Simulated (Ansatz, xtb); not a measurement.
**Ranking isomers of BFH4OSi**

3 gas-phase structures of BFH4OSi, found in a search over its isomers (lower ones may exist). Each was relaxed with GFN2-xTB; where two conformers were screened, the lower at r2SCAN-D4/def2-SVP is listed:

A. `F[BH2-][O+]=[SiH2]`, a singlet
B. `BO[SiH2]F`, a singlet
C. `FBO[SiH3]`, a singlet

Q: Make a reasoned guess at their ranking by r2SCAN-D4/def2-SVP single-point energy.

A: Calculated order at r2SCAN-D4/def2-SVP: C (0.0), B (10.1), A (64.7) kcal/mol.

Energies above the lowest of each column, in kcal/mol; the last columns are at B3LYP-D3(BJ)/def2-SVP geometries and were run for some of them only (a dash: not run or not comparable):

```
structure  GFN2-xTB  HF/STO-3G  r2SCAN-D4/def2-SVP  B3LYP-D3(BJ)/def2-SVP  CCSD(T)/def2-TZVP
        C       4.6        0.0                 0.0                    0.0                0.0
        B       0.0       30.5                10.1                    9.5                2.4
        A      36.6       85.9                64.7                      –                  –
```

CCSD(T)/def2-TZVP puts C lowest of those it was run on; GFN2-xTB picks B. Some further structures that were screened fall inside this span and aren't listed. Flexible structures stand in one conformer each, not always the lowest. Frequencies (B3LYP-D3(BJ)/def2-SVP) were run for B, C alone.

Programs: Ansatz 0.2.0, xtb 6.7.1.
